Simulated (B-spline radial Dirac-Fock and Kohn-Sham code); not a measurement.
## Tb⁴⁺: non-radiative channels of the N5 vacancy

System: Tb⁴⁺ in the configuration [Xe] 4f7, inside a Watson sphere of charge -4 and radius 1.6 Å (a model of the Madelung potential; inside it an electron's potential energy is raised by 36.0 eV).

Level of theory: a relativistic independent-particle model: LDA orbitals of the hole state, radiative multipoles to third order, Auger rates from the Coulomb interaction with a continuum orbital, Dirac-Fock energies; an atomic code on a B-spline grid. Kinetic energies are configuration averages from the vacuum level; the two-hole energies are estimated from single-hole states.

| transition | kinetic energy (eV) | width (meV) | share (%) |
| --- | --- | --- | --- |
| N5-O1O3 | 59.57 | 24.5 | 1.1 |
| N5-N6O1 | 65.56 | 29.4 | 1.3 |
| N5-N7O1 | 66.47 | 242 | 11.1 |
| N5-O2O3 | 84.83 | 18.2 | 0.8 |
| N5-N7O2 | 93.31 | 238 | 10.9 |
| N5-N6O3 | 98.33 | 56.8 | 2.6 |
| N5-N7O3 | 99.28 | 313 | 14.3 |
| N5-N6N6 | 101.8 | 18.3 | 0.8 |
| N5-N6N7 | 102.8 | 688 | 31.5 |
| N5-N7N7 | 103.7 | 501 | 22.9 |

Coster-Kronig rates are the weakest part of this model and often come out 1.5 to 2.5 times too large. The listed channels hold 98 % of the non-radiative rate. Summed by principal shells, of 2.18 eV in all: NNN 55.3 %, NNO 41.1 %, NOO 3.5 %.

Values without a named source are computed, but for edge energies of neutral atoms, which are taken from tables.
